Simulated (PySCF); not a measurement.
Several molecules and their computed UV-vis stick spectra, shuffled. Method used: PySCF, TDDFT PBE0/def2-SVPD, vertical, gas phase, core orbitals frozen in the response. Geometries: GFN2-xTB; one conformer of each isolated species. Triplets are in the Tamm–Dancoff approximation. Ions are computed without counter-ions or solvent.

A. `CC=C(C#N)C#N`
B. `C#CC(=O)C#CC=C`
C. `C=CC1=CSC=[N+]1C`
D. `C#C[C@H]1CCC=C1F`
E. `CO[SiH2]C1CC1`

Lowest singlet levels (six at most, fewer where fewer were computed) with oscillator strengths:

1. 219 nm (f 0.360); 204 nm (f 0.000); 195 nm (f 0.001); 190 nm (f 0.000); 183 nm (f 0.044); 177 nm (f 0.000); T1 3.30 eV
2. 354 nm (f 0.000); 305 nm (f 0.000); 280 nm (f 0.390); 258 nm (f 0.000); 232 nm (f 0.101); 206 nm (f 0.000); T1 2.84 eV
3. 189 nm (f 0.002); 188 nm (f 0.072); 185 nm (f 0.028); 180 nm (f 0.021); 180 nm (f 0.016); 172 nm (f 0.010); T1 4.38 eV
4. 286 nm (f 0.030); 235 nm (f 0.356); 210 nm (f 0.000); 194 nm (f 0.132); 188 nm (f 0.096); 176 nm (f 0.021); T1 3.06 eV
5. 179 nm (f 0.004); 172 nm (f 0.014); 164 nm (f 0.007); 159 nm (f 0.040); 158 nm (f 0.019); 155 nm (f 0.006); T1 6.62 eV

Problem. Match each spectrum to its molecule.

Solution. 1 = A, 2 = B, 3 = D, 4 = C, 5 = E.
- A: S1 at 5.67 eV, HOMO→LUMO (95%); Löwdin shares by element: HOMO carbon 42% or more, nitrogen 29% (atoms not listed hold the other 28%); LUMO carbon 54% or more, nitrogen 18% (atoms not listed hold the other 28%); HOMO -8.57 and LUMO -2.60 eV; point group Cs, 3 of its 6 listed states under f = 0.0005.
- B: S1 at 3.51 eV, HOMO-1→LUMO (86%), HOMO-2→LUMO (10%); Löwdin shares by element: HOMO carbon 82% or more (atoms not listed hold the other 18%); LUMO carbon 43% or more, oxygen 21% (atoms not listed hold the other 36%); HOMO -7.80 and LUMO -2.81 eV; point group Cs, 4 of its 6 listed states under f = 0.0005.
- C: S1 at 4.34 eV, HOMO→LUMO (97%); Löwdin shares by element: HOMO carbon 73% or more (atoms not listed hold the other 27%); LUMO carbon 44% or more, sulfur 28%, nitrogen 17%; HOMO -11.46 and LUMO -6.36 eV.
- D: S1 at 6.55 eV, HOMO-1→LUMO (43%), HOMO-2→LUMO (15%), HOMO-2→LUMO+1 (8%); Löwdin shares by element: HOMO carbon 69% or more, fluorine 11% (atoms not listed hold the other 20%); LUMO carbon 64% or more (atoms not listed hold the other 36%); HOMO -7.20 and LUMO 0.25 eV.
- E: S1 at 6.93 eV, HOMO→LUMO (97%); Löwdin shares by element: HOMO oxygen 43%, silicon 16%, hydrogen 10% or more, carbon 9% or more (atoms not listed hold the other 23%); LUMO silicon 27%, hydrogen 20% or more, carbon 12% or more (atoms not listed hold the other 41%); HOMO -7.98 and LUMO 0.35 eV.

Without π bonds the low states may be Rydberg-like; a valence basis with one diffuse set may place them up to an eV too high.
